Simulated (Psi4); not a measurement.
C2H6Zn, charge -1, doublet, geometry from GFN2-xTB (such geometries of metal compounds can be far from the true shape) (a state made from the parent by changing its charge; the spin is typed, not shown lowest) (a gas-phase anion, which may not be bound at this level); CAM-B3LYP/def2-SVP run with Psi4.

Here is a job for Psi4.
```
memory 2 GB

molecule {
-1 2
  Zn    0.17759845   -0.49094132    0.13229608
  C     1.32147960    0.97021973   -1.47352980
  H     2.31271718    0.65165162   -1.82828766
  H     1.45764629    1.96698810   -1.03361241
  H     0.70453769    1.11057171   -2.37174891
  C    -1.85600265    0.51046515    1.07390291
  H    -2.76985616   -0.08881283    0.94903778
  H    -2.04018173    1.46487311    0.56600317
  H    -1.78567864    0.73885854    2.14748685
}

set basis def2-svp
set reference uks
set scf_type pk
set puream true
set d_convergence 1e-8
set dft_radial_points 99
set dft_spherical_points 590

energy('cam-b3lyp')
print_variables()
```

Q: Predict the main parts of the log of this Psi4 run.

A: 
```
   => Loading Basis Set <=

    Name: DEF2-SVP
    Role: ORBITAL
    Keyword: BASIS

         ---------------------------------------------------------
                                   SCF
               by Justin Turney, Rob Parrish, Andy Simmonett
                          and Daniel G. A. Smith
                              UKS Reference
         ---------------------------------------------------------

  ==> Geometry <==

    Molecular point group: c1
    Full point group: C1

    Geometry (in Angstrom), charge = -1, multiplicity = 2:

       Center              X                  Y                   Z               Mass
    ------------   -----------------  -----------------  -----------------  -----------------
         ZN           0.147782046205    -0.408714257072     0.110177295285    63.929142010000
         C            1.291663196205     1.052446792928    -1.495648584715    12.000000000000
         H            2.282900776205     0.733878682928    -1.850406444715     1.007825032230
         H            1.427829886205     2.049215162928    -1.055731194715     1.007825032230
         H            0.674721286205     1.192798772928    -2.393867694715     1.007825032230
         C           -1.885819053795     0.592692212928     1.051784125285    12.000000000000
         H           -2.799672563795    -0.006585767072     0.926918995285     1.007825032230
         H           -2.069998133795     1.547100172928     0.543884385285     1.007825032230
         H           -1.815495043795     0.821085602928     2.125368065285     1.007825032230

  Running in c1 symmetry.

  Rotational constants: A =      0.36993  B =      0.12094  C =      0.09432 [cm^-1]
  Rotational constants: A =  11090.11811  B =   3625.63643  C =   2827.59274 [MHz]
  Nuclear repulsion =  137.888050302669882

  Charge       = -1
  Multiplicity = 2
  Electrons    = 49
  Nalpha       = 25
  Nbeta        = 24

  ==> Algorithm <==

  SCF Algorithm Type is PK.
  DIIS enabled.
  MOM disabled.
  Fractional occupation disabled.
  Guess Type is SAD.
  Energy threshold   = 1.00e-06
  Density threshold  = 1.00e-08
  Integral threshold = 1.00e-12

  ==> Primary Basis <==

  Basis Set: DEF2-SVP
    Blend: DEF2-SVP
    Number of shells: 41
    Number of basis functions: 89
    Number of Cartesian functions: 96
    Spherical Harmonics?: true
    Max angular momentum: 3

  ==> DFT Potential <==

   => LibXC <=

    Version 7.1.2
    S. Lehtola, C. Steigemann, M. J. T. Oliveira, and M. A. L. Marques,  SoftwareX 7, 1–5 (2018) (10.1016/j.softx.2017.11.002)

   => Composite Functional: CAM-B3LYP <=

    CAM-B3LYP Hyb-GGA Exchange-Correlation Functional

    T. Yanai, D. P. Tew, and N. C. Handy,  Chem. Phys. Lett. 393, 51 (2004) (10.1016/j.cplett.2004.06.011)

    Deriv               =              1
    GGA                 =           TRUE
    Meta                =          FALSE

    Exchange Hybrid     =           TRUE
    MP2 Hybrid          =          FALSE

   => Exchange Functionals <=

    0.3500         Becke 88 [omega = 0.3300]
    0.4600   Short-range recipe for B88 functional - erf [omega = 0.3300]

   => Exact (HF) Exchange <=

    0.4600            HF,LR [omega = 0.3300]
    0.1900               HF

   => Correlation Functionals <=

    0.1900   Vosko, Wilk & Nusair (VWN5)
    0.8100   Lee, Yang & Parr

   => LibXC Density Thresholds  <==

    XC_HYB_GGA_XC_CAM_B3LYP:  1.00E-14

   => Molecular Quadrature <=

    Radial Scheme          =       TREUTLER
    Pruning Scheme         =           NONE
    Nuclear Scheme         =       TREUTLER

    Blocking Scheme        =         OCTREE
    BS radius alpha        =              1
    Pruning alpha          =              1
    Radial Points          =             99
    Spherical Points       =            590
    Total Points           =         503171
    Total Blocks           =           3566
    Max Points             =            256
    Max Functions          =             87
    Weights Tolerance      =       1.00E-15

  ==> Integral Setup <==

  Using in-core PK algorithm.
   Calculation information:
      Number of atoms:                   9
      Number of AO shells:              41
      Number of primitives:             83
      Number of atomic orbitals:        96
      Number of basis functions:        89

      Integral cutoff                 1.00e-12
      Number of threads:                 1

  Performing in-core PK
  Using 24066045 doubles for integral storage.
  We computed 306130 shell quartets total.
  Whereas there are 371091 unique shell quartets.

  Computing range-separated integrals for PK
  We computed 306130 wK shell quartets total.
  Whereas there are 371091 wK unique shell quartets.

  ==> DiskJK: Disk-Based J/K Matrices <==

    J tasked:                  Yes
    K tasked:                  Yes
    wK tasked:                 Yes
    Omega:               3.300E-01
    Schwarz Cutoff:          1E-12

  Minimum eigenvalue in the overlap matrix is 1.5949495148E-02.
  Reciprocal condition number of the overlap matrix is 3.2866699161E-03.
    Using symmetric orthogonalization.

  ==> Pre-Iterations <==

  SCF Guess: Superposition of Atomic Densities via on-the-fly atomic UHF (no occupation information).

   -------------------------
    Irrep   Nso     Nmo
   -------------------------
     A         89      89
   -------------------------
    Total      89      89
   -------------------------

  ==> Iterations <==

                        Total Energy        Delta E     RMS |[F,P]|

   @UKS iter SAD: -1854.34604810412134   -1.85435e+03   0.00000e+00
   @UKS iter   1: -1856.87252249814151   -2.52647e+00   2.55177e-02 DIIS/ADIIS
   @UKS iter   2: -1809.38965462370879    4.74829e+01   5.89585e-02 DIIS/ADIIS
   @UKS iter   3: -1858.54117999349046   -4.91515e+01   6.79592e-03 DIIS/ADIIS
   @UKS iter   4: -1858.73797456313241   -1.96795e-01   6.37676e-03 DIIS/ADIIS
   @UKS iter   5: -1858.86303946048861   -1.25065e-01   1.93470e-03 DIIS/ADIIS
   @UKS iter   6: -1858.87037995975243   -7.34050e-03   5.20492e-04 DIIS/ADIIS
   @UKS iter   7: -1858.87094019676260   -5.60237e-04   9.87497e-05 DIIS
   @UKS iter   8: -1858.87096420254466   -2.40058e-05   2.05331e-05 DIIS
   @UKS iter   9: -1858.87096627291271   -2.07037e-06   8.39473e-06 DIIS
   @UKS iter  10: -1858.87096664485512   -3.71942e-07   3.35570e-06 DIIS
   @UKS iter  11: -1858.87096669291554   -4.80604e-08   4.22313e-07 DIIS
   @UKS iter  12: -1858.87096669624020   -3.32466e-09   1.89179e-07 DIIS
   @UKS iter  13: -1858.87096669719563   -9.55424e-10   7.37286e-08 DIIS
   @UKS iter  14: -1858.87096669737798   -1.82354e-10   2.22154e-08 DIIS
   @UKS iter  15: -1858.87096669739094   -1.29603e-11   1.10464e-08 DIIS
   @UKS iter  16: -1858.87096669739299   -2.04636e-12   4.78158e-09 DIIS
  Energy and wave function converged.

  ==> Post-Iterations <==

   Electrons on quadrature grid:
      Nalpha   =   24.9999998868 ; deviation = -1.132e-07
      Nbeta    =   23.9999999391 ; deviation = -6.093e-08
      Ntotal   =   48.9999998258 ; deviation = -1.742e-07

   @Spin Contamination Metric:   7.748643399E-03
   @S^2 Expected:                7.500000000E-01
   @S^2 Observed:                7.577486434E-01
   @S   Expected:                5.000000000E-01
   @S   Observed:                5.000000000E-01

    Orbital Energies [Eh]
    ---------------------

    Alpha Occupied:

[...]
      25A      0.008917

    Alpha Virtual:

[...]
      89A      6.854205

    Beta Occupied:

[...]
    Beta Virtual:

[...]
    Final Occupation by Irrep:
              A
    DOCC [    24 ]
    SOCC [     1 ]
    NA   [    25 ]
    NB   [    24 ]

  @UKS Final Energy: -1858.87096669739299

   => Energetics <=

    Nuclear Repulsion Energy =            137.8880503026698818
    One-Electron Energy =               -2873.1593293660503150
    Two-Electron Energy =                 941.2625193578342078
    DFT Exchange-Correlation Energy =     -64.8622069918464632
    Empirical Dispersion Energy =           0.0000000000000000
    VV10 Nonlocal Energy =                  0.0000000000000000
    Total Energy =                      -1858.8709666973927597

  UHF NO Occupations:
  HONO-2 :   23  A 1.9983889
  HONO-1 :   24  A 1.9979415
  HONO-0 :   25  A 1.0000000
  LUNO+0 :   26  A 0.0020585
  LUNO+1 :   27  A 0.0016111
  LUNO+2 :   28  A 0.0000586
  LUNO+3 :   29  A 0.0000290

Computation Completed

Properties will be evaluated at   0.000000,   0.000000,   0.000000 [a0]

Properties computed using the SCF density matrix

 Multipole Moments:

 ------------------------------------------------------------------------------------
     Multipole            Electronic (a.u.)      Nuclear  (a.u.)        Total (a.u.)
 ------------------------------------------------------------------------------------

 L = 1.  Multiply by 2.5417464519 to convert [e a0] to [Debye]
 Dipole X            :          2.9186009           -2.7045525            0.2140484
 Dipole Y            :         -8.0582847            7.4585581           -0.5997266
 Dipole Z            :          2.1696886           -2.0063256            0.1633630
 Magnitude           :                                                    0.6574011

 ------------------------------------------------------------------------------------

  Variable Map:
  ----------------------------------------------------------------------------
[...]
  Array Variable Map:
  ----------------------------------------------------------------------------
[...]
[...]
```
